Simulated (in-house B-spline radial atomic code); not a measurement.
# RPA and G0W0 on PBE: Ga²⁺

Configuration [Ar] 3d10 4s1, highest spin, mean-field start PBE. Computed with an all-electron radial atomic-structure program (B-spline basis): all electrons, non-relativistic, point nucleus, each spin shell either full or empty, empty states to l = 9 with an (l + 1/2)⁻⁴ tail; G0W0 by contour deformation at full frequency.

Command:
```bash
python run_gw.py task.json out
```
Settings (radii: box in bohr, nucleus in fm):
```
Z                        31
electrons                29
configuration            [Ar] 3d10 4s1
hamiltonian              nr
method                   pbe,pbe
lmax                     9
spin_polarised           True
box_radius               17.55
intervals                52
ion_configuration        [Ar] 3d10
```

Cost of the run: 5.4 s on 1 thread of Arm Neoverse N1 (shared host).

Energies (hartree):

```json
{"term": "mean-field total", "value": "-1923.60278"}
{"term": "Hartree-Fock functional on these orbitals", "value": "-1922.35065"}
{"term": "direct second order", "value": "-2.6567"}
{"term": "second-order exchange", "value": "0.76786"}
{"term": "SOSEX correction", "value": "0.68645"}
```

(1) What is the RPA correlation energy, and what remains with SOSEX?

Quasi-particle levels (eV):

| level | occupied | mean field | Σx - vxc | Σc | QP weight | G0W0 |
| --- | --- | --- | --- | --- | --- | --- |
| 4s up | yes | -26.247 | -3.37 | ? | ? | ? |
| 4s down | no | -24.843 | 6.98 | -2.60 | 0.919 | -20.461 |

G0W0 = mean field + (Σx - vxc) + Σc, with Σc (partial-wave tail included) taken at the quasi-particle energy. Only the outer levels were computed. Levels of low weight are left out.

(2) Where does G0W0 put 4s up?

(3) What does it cost to remove one electron (to [Ar] 3d10) by differences of total energies, each species on its own start (correlation terms add to the Hartree-Fock functional)?

Answers

(1) RPA gives -2.2007 hartree (-2.06 eV per electron); RPA + SOSEX gives -1.5143, and the second-order doubles -1.8889 hartree (no singles). RPA lacks exchange-type terms and so overcorrelates at short range.

(2) At -31.13 eV, with Σc = -1.51 eV and a quasi-particle weight of 0.951. The tabulated removal energy is 30.726 eV (NIST, measured); the calculation leaves out relativity, Breit and QED terms, and what these don't explain is the method's own error.

(3) PBE 31.09 eV, Hartree-Fock functional 29.038 eV, + RPA 30.88 eV, + RPA + SOSEX 30.11 eV, + second order 30.89 eV. Tabulated: 30.726 eV (NIST, measured); the calculation leaves out relativity, Breit and QED terms, and what these don't explain is the method's own error.
